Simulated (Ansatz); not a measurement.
ClI₃Zr (`[Cl][Zr]([I])([I])[I]`), 5 atoms. Total charge 0; spin multiplicity 1. Correlated methods include outer-core shells of I, Zr, which these sets cover unevenly. Zr, I takes the def2 core potential. All runs use 4 threads of an Intel Xeon 6975P-C on a shared host. Correlated methods freeze the cores.

Task: How many basis functions does each run have, and how long does it take in Ansatz? RHF-MP2/def2-TZVPP energy; RHF-CCSD(T)/def2-SVP energy; RKS PBE0-D4/def2-SVP energy; RKS PBE0-D4/def2-QZVPP energy; RKS PBE0-D4/def2-TZVP frequencies; RKS HSE06 (plane-wave form)-D4/def2-TZVPP energy; RKS LC-ωPBE/def2-TZVPP energy; RKS PBE0-D4/def2-TZVP relaxation (4 steps); RKS PBE0-D4/def2-TZVPP energy; RKS ωB97M-V/def2-QZVPP energy; RHF-MP2/def2-QZVPP energy; direct RPA on PBE orbitals/def2-TZVPP energy. (Best estimate.)

Result: Ansatz gave: Other jobs shared the machine, so times are rough.

| level | job | functions | wall time | peak host memory (GiB) |
| --- | --- | --- | --- | --- |
| RKS PBE0-D4/def2-SVP | energy | 127 | 1.6 s | 0.47 |
| RKS LC-ωPBE/def2-TZVPP | energy | 248 | 3 s | 0.64 |
| RKS PBE0-D4/def2-TZVPP | energy | 248 | 3.5 s | 1.2 |
| RKS HSE06 (plane-wave form)-D4/def2-TZVPP | energy | 248 | 4 s | 1.2 |
| RHF-MP2/def2-TZVPP | energy | 248 | 4.4 s | 0.9 |
| direct RPA on PBE orbitals/def2-TZVPP | energy | 248 | 6.5 s | 0.91 |
| RKS PBE0-D4/def2-QZVPP | energy | 397 | 7.5 s | 2.1 |
| RHF-MP2/def2-QZVPP | energy | 397 | 13 s | 2.1 |
| RKS ωB97M-V/def2-QZVPP | energy | 397 | 17 s | 2.5 |
| RHF-CCSD(T)/def2-SVP | energy | 127 | 18 s | 1.1 |
| RKS PBE0-D4/def2-TZVP | relaxation (4 steps) | 227 | 21 s | 0.96 |
| RKS PBE0-D4/def2-TZVP | frequencies | 227 | 98 s | 0.97 |

LC-ωPBE has ω = 0.4 bohr⁻¹.
